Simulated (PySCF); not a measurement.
CF3, SMILES F[C](F)F (connectivity only; charge and spin as stated), charge +1, multiplicity 1. Geometry: B3LYP-D3(BJ)/def2-TZVP. The multiplicity is an assumed one; other spin states were not compared. The isomer is the one that the SMILES or the coordinates give; other isomers of the formula were not compared.

TDA-LC-ωPBE/def2-SVPD (PySCF 2.14.0) puts the lowest singlet excitations at 8.60, 10.10, 10.10, 11.41, 11.41, 13.44 eV.

Q: What are the lowest excitation roots from ADC(2)/aug-cc-pVDZ (PySCF)? (Estimate from the structure and the level; the computed values follow.)

A: 8.75, 10.29, 10.29, 10.55, 10.55, 13.06 eV. S1 differs by 0.14 eV (second minus first; roots are paired by order, and the bases may differ).
